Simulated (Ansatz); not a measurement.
Ansatz results at the PBE0-D4/def2-TZVP geometry: HOMO–LUMO gap (PBE/def2-TZVPP) 4.88 eV; HOMO energy (PBE/def2-TZVPP) -4.71 eV; size of the dipole moment (B3LYP/def2-TZVPP) 0.63 D.

Each molecule was computed in one conformer, which needn't be the lowest.

**Question.** Which molecule gave them?
A. `CN(C)C`
B. `CCN[SiH2]Cl`
C. `C=CN(CC)C(C)(C)C`
D. `CC(C)NC(C)(C)C`

**Answer.** D. The others give `CN(C)C`: 5.20, -4.79, 0.47; `C=CN(CC)C(C)(C)C`: 4.49, -4.31, 1.93; `CCN[SiH2]Cl`: 5.70, -5.95, 2.22.

B3LYP here is the variant with VWN-RPA as its local correlation; programs differ in this.
